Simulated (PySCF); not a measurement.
C5H8S2Si.
Bonds: C1–S2, S2–Si3, Si3–C4, C4–C5 (aromatic), C5–C6 (aromatic), C6–C7 (aromatic), C7–S8 (aromatic), C4–S8 (aromatic). Hydrogens: H9, H10, H11 on C1; H12, H13 on Si3; H14 on C5; H15 on C6; H16 on C7.

The geometry is computed with GFN2-xTB (gas phase).

(1) What internal coordinates does the optimisation give?

Answers

(1) 
```csv
bond,length (Å),order
C1–S2,1.823,single
S2–Si3,2.146,single
Si3–C4,1.871,single
C4–C5,1.366,aromatic
C5–C6,1.410,aromatic
C6–C7,1.358,aromatic
C7–S8,1.717,aromatic
C4–S8,1.738,aromatic
"C1–H9, C1–H10, C1–H11",1.085,single
"Si3–H12, Si3–H13",1.458,single
C5–H14,1.076,single
C6–H15,1.076,single
C7–H16,1.072,single
```

Bonds in one row agree within 0.01 Å and their mean is given. Orders are formal, as drawn. A selection of angles:
```csv
angle,degrees
C1–S2–Si3,100.3
S2–Si3–C4,108.7
Si3–C4–C5,129.6
Si3–C4–S8,120.1
C5–C4–S8,110.3
C4–C5–C6,113.7
C5–C6–C7,112.3
C6–C7–S8,112.1
C4–S8–C7,91.5
```

Torsions: C1–S2–Si3–C4 -65° (synclinal); S2–Si3–C4–C5 -16° (synperiplanar). The mirror-image conformer, all signs reversed, is as good.

The 5-membered ring C4–C5–C6–C7–S8 has internal angles of 91.5° to 113.7°; it is planar, 0.00 Å rms from its mean plane, widest ring torsion 0°. The 3 C–S bonds span 1.717 Å (C7–S8, aromatic) to 1.823 Å (C1–S2, drawn single), a spread of 0.106 Å. S8 (thiophene-type sulfur) is bent (angle 91.5°). Of the pairs four or more bonds apart, C5···H9 is among the closest relative to their van der Waals radii: 3.00 Å, 103 % of the sum of Bondi's values. Si3 (SiH2 silicon) is distorted tetrahedral (angles from 104.2° to 113.4°). The C–C distances run from 1.358 Å (C6–C7, aromatic) to 1.410 Å (C5–C6, aromatic), a spread of 0.052 Å.

Point group: C1 (no symmetry element, even within 0.4 Å). GFN2-xTB frequencies: not computed here. The numbers are those of one conformer.
